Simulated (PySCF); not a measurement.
## GeN⁻ at RHF

Computed with RHF; PySCF, no relativity, basis sets Ge def2-TZVPPD, N def2-TZVPPD.

```
state                                                                                                             : ¹Σ⁺ (singlet), closed shell
bond length                                                                                                       : 1.641 Å
harmonic wavenumber                                                                                               : 1126 cm⁻¹
force constant                                                                                                    : 8.80 mdyn/Å
rotational constant Be                                                                                            : 0.5318 cm⁻¹
anharmonicity ωexe                                                                                                : 3.38 cm⁻¹
vibration–rotation constant αe                                                                                    : 0.00253 cm⁻¹
HOMO–LUMO gap                                                                                                     : 9.93 eV
bond order (Mayer)                                                                                                : 2.80
dipole moment (positive dipole points towards N; it is taken about the centre of mass and depends on that origin) : -4.56 D
```

Hartree–Fock leaves out correlation, which carries a large part of most bond energies and some tenths to 1 eV of ionisation energies.
